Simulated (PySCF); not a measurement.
# Two-component Hartree-Fock for Ce- (cerium, charge -1)

Start: [Xe] 4f1 5d1 6s2 6p1; 4f5/2 filled at m_j = +5/2; 5d3/2 filled at m_j = +3/2; 6p1/2 filled at m_j = +1/2. Calculated with PySCF 2.14 in x2c-SVPall-2c with one added diffuse shell each of s, p, d, f type (8s11p10d4f1g, 128 functions): generalised Hartree-Fock with the X2C-1e Hamiltonian and a Gaussian nucleus; one run each with spin-orbit coupling (SO) switched off, then screened by Boettger's factors.

```tsv
spinor shell	electrons	ε, spin-free (eV)	ε, screened SO (eV)	weight of nominal j (screened SO)	rms radius, screened SO (bohr)
1s1/2	2	-40638.7	-40633.2	1.000	0.0281
2s1/2	2	-6614.4	-6612.6	1.000	0.114
2p1/2	2	-5917.1	-6229.7	1.000	0.0979
2p3/2	4	-5917.1	-5779.1	1.000	0.104
3s1/2	2	-1468.4	-1467.8	1.000	0.296
3p1/2	2	-1241.6	-1304.5	1.000	0.288
3d3/2	4	-919.12	-930.48	1.000	0.272
3d5/2	6	-919.12	-910.87	1.000	0.276
4s1/2	2	-314.45	-314.21	1.000	0.676
4p1/2	2	-237.49	-251.42	0.998	0.700
4p3/2	4	-237.49	-231.08	0.999	0.727
4d3/2	4	-123.36	-126.27	0.956	0.796
4d5/2	6	-123.36	-121.15	0.970	0.805
5s1/2	2	-47.391	-47.313	1.000	1.63
5p1/2	2	-25.659	-28.193	0.946	1.83
5p3/2	4	-25.659	-24.427	0.973	1.91
4f5/2	1	-10.985	-11.056	0.963	1.23
5d3/2	1	-3.174	-3.238	0.862	3.39
6s1/2	2	-2.009	-1.959	0.809	5.19
6p1/2	1	-0.122	-0.165	0.528	8.43
```

Where does 3p3/2 lie, and what is the 3p spin-orbit splitting (screened SO)?

At -1213.4 eV, 91.106 eV above 3p1/2.

| quantity | spin-free | screened SO |
| --- | --- | --- |
| E (hartree) | -8854.28820 | -8858.13097 |
| M_J | 9/2 | 9/2 |
| ⟨J²⟩ | 30.812 | 30.554 |
| ⟨L²⟩ | 44.427 | 44.096 |
| ⟨S²⟩ | 4.354 | 4.324 |

The configuration of this anion was assumed by filling the next shell in order. It is not the known or likely ground configuration (Ca⁻, Sr⁻ and Ba⁻, for instance, bind a p electron), so these values are not the electron affinity of the element. The determinant has a definite M_J but mixes levels of different J.

Each row is a mean over spinors that exchange with the open shell spreads, by up to 6.343 eV (4d3/2).

Rows whose weight is well below 1 are mixtures of j = l ± 1/2: exchange outweighs spin-orbit coupling there, and the label is only the starting occupation.

Breit and QED terms are absent; they matter most for the inner s and p1/2 levels.

Densities and radii are taken from the X2C orbitals without a picture-change correction, which distorts them close to the nucleus.

Without spin-orbit coupling the j labels of p, d and f shells carry no meaning; the spin-free column gives the mean over the occupied spinors of each nl shell, and its ⟨J²⟩ belongs to a mixture of degenerate components.
